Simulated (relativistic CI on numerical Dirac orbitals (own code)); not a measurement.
# Pt5+: 5p photoemission

Computed with this model: Dirac-Coulomb-Breit CI, separate exchange-only KLI orbitals for each configuration, model QED (radiative potential, 1s self-energy scaled to tabulated hydrogen-like ionisation energies), valence Slater integrals scaled by 0.8, multiplet model of photoemission in the sudden approximation; configurations [Xe] 4f14 5d5 → [Kr] 4d10 4f14 5s2 5p5 5d5; 300 K; Lorentzian 1.5 eV and Gaussian 0.6 eV FWHM. Energies are those of the free ion, without screening or charge transfer. The energies are binding energies and can lie tens of eV above those of solids. S is read from ⟨S²⟩ = S(S + 1).

free ion: ground-state S = 2.31, centroid 133.71 eV. Peaks (eV, height): 123.8 (99), 125.8 (100), 132.0 (24), 139.0 (18), 146.6 (41), 150.8 (34).

Strongest unbroadened transitions for free ion:

| Energy (eV) | Relative strength |
| --- | --- |
| 123.76 | 100.0 |
| 125.77 | 69.3 |
| 126.17 | 33.6 |
| 127.13 | 7.3 |
| 131.56 | 5.0 |
| 131.80 | 3.2 |
| 132.09 | 7.8 |
| 132.78 | 5.5 |
| 133.95 | 6.7 |
| 139.14 | 14.8 |
| 146.29 | 33.2 |
| 147.19 | 17.5 |
| 148.46 | 7.3 |
| 148.57 | 5.2 |
| 149.41 | 2.6 |
| 150.28 | 4.3 |
| 150.91 | 28.3 |
| 152.68 | 8.5 |
